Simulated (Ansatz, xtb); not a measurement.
## Two structures of Cl4FHMoO

Structure I is a singlet given by its coordinates and structure II is a triplet given by its coordinates. Both are isolated molecules in the gas phase, relaxed with PBE0-D4/def2-SVP.

I (Å):

```yaml
atoms:
  - { symbol: Cl, position_ang: [0.6664, -2.0330, -1.0146] }
  - { symbol: Cl, position_ang: [0.0283, 0.8067, -2.4026] }
  - { symbol: Cl, position_ang: [0.1859, 2.2931, 0.4549] }
  - { symbol: Cl, position_ang: [2.6135, 0.3418, -0.1872] }
  - { symbol: F, position_ang: [0.4571, -0.4715, 1.5006] }
  - { symbol: Mo, position_ang: [0.3352, 0.1155, -0.2671] }
  - { symbol: O, position_ang: [-1.4561, -0.1789, 0.0154] }
  - { symbol: H, position_ang: [-1.8734, -0.5005, 0.8300] }
```

Close contacts (Å): Cl1–Mo6 2.30, Cl2–Mo6 2.27, Cl3–Mo6 2.30, Cl4–Mo6 2.29, F5–Mo6 1.87, Mo6–O7 1.84, Mo6–H8 2.54, O7–H8 0.97.

II (Å):

```xyz
8

Cl    0.6256   -2.0823   -1.1290
Cl   -0.2456    1.3447   -1.7442
Cl    0.1455    2.3075    0.7073
Cl    2.5915    0.6009   -0.3842
F     1.1235   -0.9969    1.6332
Mo    0.5222   -0.1889    0.0831
O    -1.2189   -0.1858    0.5823
H    -1.8510    0.5225    0.7787
```

Close contacts (Å): Cl1–Mo6 2.25, Cl2–Mo6 2.51, Cl3–Mo6 2.60, Cl4–Mo6 2.26, F5–Mo6 1.85, Mo6–O7 1.81, Mo6–H8 2.57, O7–H8 0.97.

Task: Estimate E(II) − E(I) at the level CCSD(T)/def2-SVP + ΔMP2/def2-TZVPP.

Result: Calculated at CCSD(T)/def2-SVP + ΔMP2/def2-TZVPP: E(II) − E(I) = +24.3 kcal/mol, so structure I lies lower.

The same difference at several levels:

| level | geometry | E(II) − E(I) (kcal/mol) | departure from the last row (kcal/mol) | job, with rough time for the two |
| --- | --- | --- | --- | --- |
| PBE0-D4/def2-SVP | PBE0-D4/def2-SVP | +20.2 | −4.1 | optimisation, 7.5 min |
| HF/def2-SVP | PBE0-D4/def2-SVP | −23.4 | −47.7 | part of the CCSD(T) run |
| MP2/def2-SVP | PBE0-D4/def2-SVP | +40.1 | +15.8 | part of the CCSD(T) run |
| CCSD(T)/def2-SVP | PBE0-D4/def2-SVP | +20.7 | −3.7 | single point |
| CCSD(T)/def2-SVP + ΔMP2/def2-TZVPP | PBE0-D4/def2-SVP | +24.3 |  | single point, 12 min |

HF/def2-SVP puts the two in the other order. The largest departure from CCSD(T)/def2-SVP + ΔMP2/def2-TZVPP is that of HF/def2-SVP, 47.7 kcal/mol. Levels run at GFN2-xTB geometries aren't shown. The last row adds to CCSD(T) the change of the MP2 difference between the two basis sets, here +3.7 kcal/mol, a large step that makes the value less sure.

With thermal terms from frequencies at re-optimised GFN2-xTB minima (ideal gas, soft modes damped towards free rotors, one conformer each, 298.15 K, 1 atm): on the last row, ΔE + ΔZPE = +24.1, ΔH = +24.4, ΔG = +23.3 kcal/mol.

The T1 diagnostic of structure I is large, so the coupled-cluster value is less sure. Open shells are spin-unrestricted. The correlated steps freeze 22 core orbitals. Atoms past krypton carry core potentials in the def2 sets and no spin–orbit term is included. ΔG holds the spin degeneracy. Codes used: Ansatz 0.2.0, xtb 6.7.1; the last row on 2 threads of Arm Neoverse V2 on a shared host.
